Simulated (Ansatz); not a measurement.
Geometry optimisation, Ansatz, RKS B3LYP-D4/def2-SVP.

Input:

```yaml
crystal:
  periodic: [false, false, false]
  atoms:
    - { symbol: B, position_ang: [0.0, 0.0, 0.0] }
    - { symbol: F, position_ang: [0.0, 0.0, 1.67] }
    - { symbol: Cl, position_ang: [1.6108, 0.0, -0.93] }
    - { symbol: Cl, position_ang: [-1.6108, 0.0, -0.93] }
    - { symbol: Si, position_ang: [0.094, -2.1331, 0.7095] }
    - { symbol: H, position_ang: [-0.6959, -2.9783, -0.1812] }
    - { symbol: H, position_ang: [1.4817, -2.5871, 0.7061] }
    - { symbol: H, position_ang: [-0.4425, -2.2202, 2.0645] }
    - { symbol: H, position_ang: [0.047, -1.0657, 1.6785] }
basis:
  gaussian: { orbitals: def2-SVP }
hamiltonian:
  xc: b3lyp
  dispersion: d4
relax:
  f_tol: 0.15
  max_steps: 25
  restrain:
    - { distance: [0, 4], at: 1.95, k: 30.0 }
    - { distance: [8, 1], at: 0.92, k: 30.0 }
    - { distance: [0, 1], at: 2.52, k: 30.0 }
    - { distance: [8, 4], at: 2.66, k: 30.0 }
```

Launched with:

```bash
$ ansatz run input.yaml --threads 2 --pin off --max-ram 3072MiB --backend cpu --events-out ev --progress --plain --runs-dir out
```

Where does it end, and by what steps?

The run converged. The restraints hold the end off the free minimum. After 12 steps the energy has fallen by 4.166 eV (the restraints' own energy left out); H9 moved furthest, 0.94 Å. Parted: Si5–H9 (1.44 → 2.66 Å).

| step | energy less start (eV) | largest force component (eV/Å) | accepted |
| --- | --- | --- | --- |
| 0 | 0.0000 | 6.112 | yes |
| 1 | -1.9268 | 4.685 | yes |
| 2 | -2.5807 | 3.502 | yes |
| 3 | -3.1125 | 3.982 | yes |
| 4 | -3.6607 | 3.033 | yes |
| 5 | -4.0431 | 1.599 | yes |
| 6 | -3.9793 | 2.296 | no |
| 7 | -4.1273 | 0.759 | yes |
| 8 | -4.1448 | 0.757 | yes |
| 9 | -4.1568 | 0.710 | yes |
| 10 | -4.1656 | 0.694 | yes |
| 11 | -4.1131 | 1.735 | no |
| 12 | -4.1660 | 0.731 | yes |

```xyz
9
Properties=species:S:1:pos:R:3
B 0.019 -0.538 -0.417
F 0.403 0.165 1.978
Cl 1.431 0.210 -1.151
Cl -1.559 0.247 -0.587
Si 0.109 -2.304 0.461
H -0.455 -3.379 -0.419
H 1.490 -2.684 0.886
H -0.755 -2.258 1.695
H -0.198 -0.444 2.340
```

Run time: 36 s on 2 threads of Arm Neoverse V2, on a shared host, peak memory 0.23 GiB.
